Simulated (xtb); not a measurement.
Al(Cl)(OMe)(NH2) (CH5AlClNO), SMILES C[O][Al]([NH2])[Cl]. All values are semi-empirical tight-binding results from xtb (GFN2-xTB unless named), good for trends rather than for accurate numbers. Geometry: GFN2-xTB. The structure was generated by enumeration; whether it is a known compound was not checked. One conformer was computed; it need not be the lowest.

Optimised geometry:

```xyz
10

Al    -0.1290     0.3189     0.1763
Cl     1.2663    -0.3323     1.4934
O     -0.3793    -0.5515    -1.1999
C     -0.6995    -1.1865    -2.4011
H     -0.5423    -0.5045    -3.2403
H     -0.0666    -2.0676    -2.5367
H     -1.7463    -1.4999    -2.3927
N     -1.0714     1.7945     0.4781
H     -0.9895     2.3829     1.2923
H     -1.7751     2.1629    -0.1432
```
Charge 0, spin multiplicity 1.

A frequency run showed that this geometry is not a minimum.

For metal compounds this method's bond lengths and energies can be far off.

Computed properties:
| Property | Value |
|---|---|
| point group as xtb finds it | Cs |
| orbital gap | 3.88 eV |

Computed atomic charges and the Wiberg bond orders between heavy atoms:
charges (e) Al1 0.35, Cl2 -0.15, O3 -0.33, C4 0.05, H5 0.04, H6 0.05, H7 0.04, N8 -0.39, H9 0.17, H10 0.18. Bond orders Al1–Cl2 1.31, Al1–O3 1.33, O3–C4 0.97, Al1–N8 1.30.
